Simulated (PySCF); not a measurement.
## Telling isomers of C6H10OSi2 apart by NMR

Level of theory: structure optimised with GFN2-xTB, shielding tensors at PBE0/pcSseg-1 (GIAO), in PySCF (one computed conformer, non-relativistic Hamiltonian, averaged over atoms made equivalent by symmetry, fast rotation or ring inversion, isolated molecule).

δ = σ(ref) − σ, references computed at the same level: ¹H (31.72 ppm) and ¹³C (186.93 ppm) against TMS. Where no couplings were computed, multiplicities follow the n + 1 count of equivalent neighbours, and m marks all less simple cases (inequivalent or close neighbours, rings, F or P nearby). Shifts are as computed. Against solution values, carbons near 30 ppm lie about +3 ppm off and those near 130 ppm about +5 ppm. Of 1309 compounds with measured shifts, 239 miss one by over three times the rms of a fit or turn the order of signals round; such compounds aren't used in these exercises.

(1) Tabulate the signals of `O=C1C[C@@H]2C([SiH3])=C([SiH3])[C@H]12`, `O=C1C=C(/C([SiH3])=C\[SiH3])C1` and their relative energies.

(2) What is the quickest way to tell O=C1C[C@@H]2C([SiH3])=C([SiH3])[C@H]12 from O=C1C=C(/C([SiH3])=C\[SiH3])C1?

## Answers

(1) 
```json
{"SMILES": "O=C1C[C@@H]2C([SiH3])=C([SiH3])[C@H]12", "carbon types": "3×C 2×CH 1×CH2", "δC": "210.7, 182.3, 170.9, 78.2, 45.4, 39.6", "δH": "4.29 (m, 1H), 4.18 (s, 3H), 4.15 (s, 3H), 3.36 (m, 1H), 2.86 (m, 1H), 2.82 (m, 1H)", "E rel. (kcal/mol)": "4.9"}
{"SMILES": "O=C1C=C(/C([SiH3])=C\\[SiH3])C1", "carbon types": "3×C 2×CH 1×CH2", "δC": "186.9, 180.3, 159.2, 159.1, 140.9, 53.9", "δH": "7.46 (q, 1H), 5.93 (s, 1H), 4.38 (s, 3H), 4.24 (d, 3H), 3.32 (s, 2H)", "E rel. (kcal/mol)": "0.0"}
```

Energies are electronic energies at PBE0/pcSseg-1 on these geometries, without zero-point or thermal terms, each for the one conformer computed, which needn't be the lowest.

(2) Both give the same number of carbon signals, with the same numbers of each carbon type, so the positions decide. The first has an sp3 CH α to a carbonyl at 78.2 ppm, the second an alkene CH at 159.1 ppm. Their most deshielded carbons lie at 210.7 and 186.9 ppm. In the proton spectra the most deshielded non-exchanging signals are 4.29 (m, 1H) and 7.46 (q, 1H).
